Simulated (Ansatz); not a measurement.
Reactions of C$_{4}$H$_{10}$O$_{2}$, SMILES `COC(C)OC`.

Isolated molecules relaxed with PBE0-D4/def2-TZVP in Ansatz; ΔE leaves out vibrations. CBS: MP2 limit from def2 TZ/QZ plus the TZ coupled-cluster correction, frozen cores. This one scheme is used for every species, atoms too. DFT in def2-TZVPP. Open shells (•) are unrestricted, without spin–orbit coupling. Spin–orbit coupling would lower the free atoms: a little for C, O. Elements past krypton have def2 core potentials. For Ge, Y outer-core shells are correlated without core-valence functions, so the limit isn't a true one: a few kJ/mol of doubt a bond, and 10 to 20 or more in all where bonds break to atoms. Scalar relativity is left out up to krypton. One conformer a species, not always the lowest.

| reaction | HF/CBS(def2) (kJ/mol) | PBE-D4 (kJ/mol) | CCSD(T)/CBS(def2) (kJ/mol) |
| --- | --- | --- | --- |
| `COC(C)OC` → 4 C• + 10 H• + 2 O• | 4527 | 6357 | 6221 |
| `COC(C)OC` + H₂ → `COCOC` + CH₄ | -77 | -57 | -57 |
| `COC(C)OC` → `CC(O)CCO` | -46 | -63 | -71 |
| `COC(C)OC` → `COCCOC` | 37 | 39 | 41 |
| `COC(C)OC` + H–F → `COC(C)F` + CH₃OH | -22 | -7 | 1 |
| `COC(C)OC` + `[CH3][Y]([OH])[F]` → `C[O][Y]([CH3])[F]` + `COCOC` | 51 | 57 | 66 |
| `COC(C)OC` + H–F → `COC(F)OC` + CH₄ | -30 | -12 | 0 |
| `COC(C)OC` + `C[O][Ge][SH]` → `C[O][Ge][S]C` + `COCOC` | 22 | 17 | 21 |
| `COC(C)OC` + H₂S → `COC(C)S` + CH₃OH | 14 | -5 | -2 |
| `COC(C)OC` → `COCOC` + `[CH2]` (triplet) | 297 | 450 | 447 |

Largest T1 diagnostic: 0.015, for `C[O][Ge][SH]`.
